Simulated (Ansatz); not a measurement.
Reaction (SMILES): N[Si](N)(N)Br + H+ -> N[Si](N)([NH3+])Br
Geometries: B3LYP-D3(BJ)/def2-TZVP minima from Ansatz (a program for electronic structure), one conformer each, not searched for the lowest. Frequencies are from Ansatz.
Geometry of the first species:
```
Si
N 1 1.7001
H 2 1.0073 1 120.09
H 2 1.0073 3 112.21 1 -149.59
N 1 1.7074 2 105.41 3 172.51
H 5 1.0062 1 121.10 2 154.49
H 5 1.0078 6 112.49 1 -153.83
N 1 1.7074 2 105.41 3 40.28
H 8 1.0062 1 121.10 2 -154.49
H 8 1.0078 9 112.49 1 153.83
Br 1 2.2645 2 118.19 3 -73.60
```

Property: proton affinity (enthalpy at 298 K, with B3LYP-D3(BJ) rigid-rotor harmonic-oscillator terms), positive where the reaction releases energy, in eV. Cores are frozen in the correlated levels unless marked. No spin-orbit coupling. Frozen are the shells of the preceding noble gas and the d and f shells that filled before the atom's block. No relativistic terms. CBS marks a two-point X^-3 extrapolation of the correlation energy; Hartree-Fock from the larger set. The bracket is a focal-point correction in the basis named.

| level | program | proton affinity (eV) |
|---|---|---|
| HF/def2-QZVPP | Ansatz | 9.44 |
| B3LYP/def2-TZVPD | Ansatz | 9.33 |
| PBE0-D3(BJ)/def2-TZVP | Ansatz + dftd3 | 9.45 |
| PBE0/def2-TZVPD | Ansatz | 9.38 |
| BHLYP-D3(BJ)/def2-TZVPD | Ansatz + dftd3 | 9.39 |
| r2SCANh-D4/def2-TZVPD | Ansatz + dftd4 | 9.36 |
| B2GP-PLYP-D3(BJ)/def2-TZVPD | Ansatz + dftd3 | 9.30 |
| RI-MP2/CBS(def2-TZVPP,def2-QZVPP) | Ansatz | 9.24 |
| CCSD/6-31G* | Ansatz | 9.53 |
| RI-MP2/CBS(def2-TZVPP,def2-QZVPP)+[CCSD(T)-MP2]/def2-TZVPP | Ansatz | 9.32 |
